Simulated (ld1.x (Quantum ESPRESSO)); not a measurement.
**Te (Z = 52): one change to an RRKJ potential, before and after**

Te, norm-conserving RRKJ (Kleinman–Bylander form), made with ld1.x (Quantum ESPRESSO) 7.5 (PBEsol, fully relativistic). Core [Kr] 4d10, reference 5s1.5 5p4.5. Waves: 5p (bound): rc 1.75 bohr; 5d channel at -0.15 Ry: rc 1.90 bohr; 5s (bound): rc 1.35 bohr. Local part: the s channel. Core correction: a·sin(br)/r model core inside 1.25 bohr.

Open shells are filled in proportion to 2j + 1 (rel_dist='average').

Change: wave 5s (bound): rc 1.35 bohr becomes 5s (bound): rc 1.72 bohr.

Cutoffs: the cutoffs (Ry, on a coarse ladder) from which the occupation-weighted sum of valence levels, in a spherical-Bessel basis at the reference potential, stays within 10 and 1 mRy of its value at 400 Ry; they do not see the model core or the augmentation charge, which bear on the density cutoff. Errors are all-electron minus pseudo energies relative to the spin-unpolarised reference configuration.

Question: How do hardness, ghosts and transferability respond?

Answer: The potential gets softer (50 Ry and 180 Ry → 35 Ry and 50 Ry); the bound ghosts move from d, p to d; of the 7 tests that both files solve, the error grows in 1 and shrinks in 6 by more than 15 % and 0.3 meV (median size 5.9 → 2.1 meV); the range in which the s phases agree widens (upper end 0.2 → 4.0). A larger radius leaves more room for a smooth pseudo-wave, so fewer plane waves are needed.

```tsv
quantity	base	changed
cutoff, loose	50 Ry	35 Ry
cutoff, tight	180 Ry	50 Ry
loose cutoff by channel (10 mRy a level)	p 25 Ry, s 45 Ry	p 25 Ry, s 21 Ry
bound ghosts	p3/2, p1/2, d3/2, d5/2	d3/2, d5/2
error for 5s2 5p4, meV [ΔE -4.60 eV]	-4.1	-1.9
error for 5s2 5p3, meV [ΔE 5.17 eV]	-5.9	-0.8
error for 5s2 5p2, meV [ΔE 23.17 eV]	-16	-8.5
error for 5s1 5p4, meV [ΔE 15.01 eV]	-9.6	-5.7
error for 5s2 5p4.3, meV [ΔE -6.08 eV]	-4.0	-2.1
error for 5s2 5p0, meV [ΔE 86.71 eV]	-124	-186
error for 5s2 5p3.5, meV [ΔE -0.68 eV]	-4.6	-1.2
s: phases at 2.05 bohr within 0.05 rad from the reference energy up to (Ry; the scan ends near 5)	0.2	4.0
p1/2: phases at 2.05 bohr within 0.05 rad from the reference energy up to (Ry; the scan ends near 5)	to the end of the scan	to the end of the scan
p3/2: phases at 2.05 bohr within 0.05 rad from the reference energy up to (Ry; the scan ends near 5)	to the end of the scan	to the end of the scan
d3/2: phases at 2.05 bohr within 0.05 rad from the reference energy up to (Ry; the scan ends near 5)	1.1	1.0
d5/2: phases at 2.05 bohr within 0.05 rad from the reference energy up to (Ry; the scan ends near 5)	1.1	1.0
```

 A true bound ghost makes a file unfit for plane-wave use even where its test errors are small: the radial tests pick states by their node count and pass the ghost by.
